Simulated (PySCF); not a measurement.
SMILES [SiH3]c1ccc([Si](Cl)(Cl)Cl)cc1, GFN2-xTB optimised geometry.

```
18

Si    -1.93    -3.07    -0.01
C     -0.96    -1.45     0.00
C     -1.61    -0.22     0.00
C     -0.89     0.97     0.00
C      0.50     0.96     0.00
Si     1.47     2.58    -0.02
Cl     1.67     3.26    -1.92
Cl     3.32     2.30     0.77
Cl     0.50     3.99     1.07
C      1.15    -0.27     0.00
C      0.43    -1.45     0.00
H     -1.86    -3.66    -1.35
H     -1.32    -3.99     0.96
H     -3.32    -2.80     0.35
H     -2.69    -0.18     0.00
H     -1.42     1.91     0.00
H      2.23    -0.31     0.00
H      0.96    -2.39     0.00
```

Density from B3LYP/def2-SVP in PySCF at that geometry.

Minimum of the electron density along straight lines between bonded atoms, close to the bond critical point (lines longer than 1.1 times the sum of covalent radii, or with two minima, are not listed):

```
bond     length / Å  ρ at the minimum / e bohr⁻³  ∇²ρ there / e bohr⁻⁵  position (fraction from the first atom)
-------  ----------  ---------------------------  --------------------  ---------------------------------------
Si1–C2        1.890                        0.113                  0.34                                     0.38
C2–C3         1.391                        0.309                 -0.78                                     0.50
C3–C4         1.381                        0.316                 -0.83                                     0.50
C4–C5         1.395                        0.306                 -0.77                                     0.50
C5–Si6        1.889                        0.119                  0.30                                     0.62
Si6–Cl7       2.027                        0.098                  0.30                                     0.37
Si6–Cl8       2.023                        0.099                  0.30                                     0.37
Si6–Cl9       2.024                        0.099                  0.30                                     0.37
C5–C10        1.395                        0.306                 -0.77                                     0.50
C2–C11        1.392                        0.309                 -0.78                                     0.50
C10–C11       1.381                        0.316                 -0.82                                     0.50
Si1–H12       1.465                        0.117                  0.33                                     0.49
Si1–H13       1.464                        0.117                  0.33                                     0.49
Si1–H14       1.463                        0.117                  0.33                                     0.49
C3–H15        1.081                        0.285                 -1.09                                     0.63
C4–H16        1.080                        0.286                 -1.10                                     0.63
C10–H17       1.080                        0.286                 -1.10                                     0.63
C11–H18       1.081                        0.285                 -1.08                                     0.63
```
